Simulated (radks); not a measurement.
Spherical quantum dot in the effective-mass picture: electrons in a hard-walled sphere of radius 9.38, all in effective atomic units (hartree* = m*/eps^2 hartree, bohr* = eps/m* bohr), one dielectric constant everywhere. Method: non-relativistic Kohn-Sham, LDA (Slater exchange, Perdew-Wang correlation), spin-polarised, spherical densities; computed with a radial shooting solver with Libxc functionals. Levels are named by radial order and angular momentum (1s, 1p, 1d, 2s, ...), and open shells are averaged over m. At N = 17 the configuration is 1s2 1p6 1d(up 5, down 4). Does electron 18 go into 1d down or 1f up or 1f down?

Answer. Into 1d down. The total energies of the other choices lie higher by 0.0583 hartree* (1f up), 0.0627 hartree* (1f down).
